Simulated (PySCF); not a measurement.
Run record: excited-state job, `[CH3][Ge@@]([NH2])([SiH3])[CH2][SiH3]`.

Method: TDDFT CAM-B3LYP/def2-SVPD, vertical, gas phase, core orbitals frozen in the response (PySCF 2.14.0, density-fitted response routines). Geometry: GFN2-xTB. A driver script takes a list of jobs; this job's settings line and coordinates (Å) are shown.

Command:
```bash
OMP_NUM_THREADS=1 python probes_run.py task.json out
```

Input:
```
{"job": {"kind": "uv", "xc": "CAM-B3LYP", "basis": "def2-SVPD", "nstates": 8, "ntriplets": 3}, "charge": 0, "multiplicity": 1}
C     -0.177242     2.085743    -0.194841
Ge    -0.633971     0.215840     0.293676
N     -1.905199     0.438245     1.620505
Si    -1.342175    -1.084619    -1.558614
C      0.902020    -0.605202     1.268562
Si     2.484769    -0.769683     0.247526
H      0.164182     2.631780     0.679786
H     -1.040990     2.608769    -0.597933
H      0.609982     2.112638    -0.943101
H     -2.229157    -0.408077     2.068062
H     -2.722429     0.972341     1.359446
H     -1.650345    -2.460452    -1.157187
H     -0.314043    -1.131865    -2.595560
H     -2.561030    -0.538151    -2.164264
H      0.600843    -1.592095     1.622473
H      1.093795    -0.004249     2.156865
H      2.219503    -1.575019    -0.951270
H      3.516089    -1.435595     1.050317
H      2.975595     0.548900    -0.164417
```

Give the output.

```
coarse grid: 67856 points
cycle   1  E = -2794.2328397033  dE = -5.835e-01  |g| = 6.250e-01  |ddm| = 5.481e+00
cycle   2  E = -2794.2199498957  dE =  1.289e-02  |g| = 6.988e-01  |ddm| = 2.255e+00
cycle   3  E = -2794.3099665468  dE = -9.002e-02  |g| = 5.682e-02  |ddm| = 1.054e+00
cycle   4  E = -2794.3105443995  dE = -5.779e-04  |g| = 3.636e-02  |ddm| = 1.944e-01
cycle   5  E = -2794.3108300669  dE = -2.857e-04  |g| = 3.494e-03  |ddm| = 4.695e-02
cycle   6  E = -2794.3108335997  dE = -3.533e-06  |g| = 1.053e-03  |ddm| = 1.674e-02
final grid: 140136 points
cycle   7  E = -2794.3107949088  dE = -1.733e-07  |g| = 1.037e-03  |ddm| = 7.317e-03
cycle   8  E = -2794.3107948656  dE =  4.319e-08  |g| = 1.134e-03  |ddm| = 3.144e-03
cycle   9  E = -2794.3107951864  dE = -3.208e-07  |g| = 6.519e-05  |ddm| = 1.344e-03
cycle  10  E = -2794.3107951875  dE = -1.076e-09  |g| = 2.400e-05  |ddm| = 1.872e-04
cycle  11  E = -2794.3107951876  dE = -1.792e-10  |g| = 8.650e-06  |ddm| = 7.927e-05
converged SCF energy = -2794.3107951876

Static polarisability (au): isotropic 120.925, principal 109.579 123.137 130.058

Singlet excitations
state   eV       nm        f      main configurations
  1   5.9037    210.0   0.04034   H->L 0.58, H->L+1 0.35
  2   6.5071    190.5   0.04058   H->L+2 0.88
  3   6.6365    186.8   0.05300   H->L+1 0.49, H->L 0.30
  4   7.1957    172.3   0.32218   H->L+3 0.70, H->L+5 0.12
  5   7.3987    167.6   0.01199   H-2->L 0.18, H->L+9 0.18, H->L+4 0.09
  6   7.4843    165.7   0.01071   H->L+7 0.42, H->L+5 0.18, H->L+4 0.12
  7   7.5743    163.7   0.00463   H->L+5 0.27, H->L+6 0.26, H->L+7 0.17
  8   7.6630    161.8   0.01283   H-1->L+1 0.65

Triplet excitations (Tamm-Dancoff, eV): 5.3988 5.9849 6.2389
```

The SCF starts on a coarse grid where the log names one; the energy can jump when the final grid takes over, and dE then counts from the start density on the new grid. H and L stand for HOMO and LUMO; the number after each pair is its weight.

Which computed singlet has the largest oscillator strength, and what do all of them sum to?

State 4 at 7.20 eV (172 nm), f = 0.322; the 8 states sum to 0.496.

How does the lowest singlet excitation compare with the HOMO–LUMO gap?

HOMO -8.19 eV and LUMO 0.88 eV give a gap of 9.07 eV; S1 at 5.90 eV lies 3.17 eV below it.

Main results: HOMO -8.19 eV, LUMO 0.88 eV; lowest singlet 5.90 eV; lowest triplet 5.40 eV (Tamm–Dancoff); mean polarisability 120.9 au.

 Relativistic effects, spin–orbit coupling among them, are left out although an element past zinc is present.

Estimate the wall time. Hardware: Arm Neoverse V1, one thread, no GPU (shared host). And the peak memory of the process?

About 90 s, with 1.3 GiB resident at the peak, the Python interpreter and its libraries included.

One conformer stands for the species.
Labels such as C1 count atoms from 1, the log's own numbers from 0.
